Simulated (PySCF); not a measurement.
CBr₃, SMILES Br[C+](Br)Br, charge +1.

Geometry: B3LYP-D3(BJ)/def2-SVP.

Level of theory: PySCF with TDA-PBE/def2-SVPD.

Vertical excitations; the highest root listed may be one member of a degenerate set.  State labels are in the subgroup C2v.

Task: Give excitation energies, oscillator strengths and character. (The exact figures need the calculation; the answer reports its results.)

Result: 
```
state  symmetry  energy (eV)  λ (nm)      f                      main pairs
-----  --------  -----------  ------  -----  ------------------------------
S1           A2         2.47     502  0.000                 HOMO→LUMO 100 %
S2           A2         3.49     355  0.000    HOMO−3→LUMO (degenerate set)
S3           B2         3.49     355  0.000    HOMO−4→LUMO (degenerate set)
S4           A1         4.51     275  0.163    HOMO−2→LUMO (degenerate set)
S5           B1         4.51     275  0.163    HOMO−1→LUMO (degenerate set)
S6           B1         4.67     265  0.000                HOMO→LUMO+1 99 %
S7           A2         5.52     224  0.000  HOMO−1→LUMO+1 (degenerate set)
S8           B2         5.52     224  0.000  HOMO−2→LUMO+1 (degenerate set)
S9           A1         5.86     212  0.032  HOMO−4→LUMO+1 (degenerate set)
S10          B1         5.86     212  0.032  HOMO−3→LUMO+1 (degenerate set)
T1           A2         2.22     558      0                 HOMO→LUMO 100 %
T2           A1         2.93     424      0    HOMO−2→LUMO (degenerate set)
T3           B1         2.93     424      0    HOMO−1→LUMO (degenerate set)
T4           A2         3.25     382      0               HOMO−3→LUMO 100 %
```
Triplets are in the Tamm–Dancoff approximation.
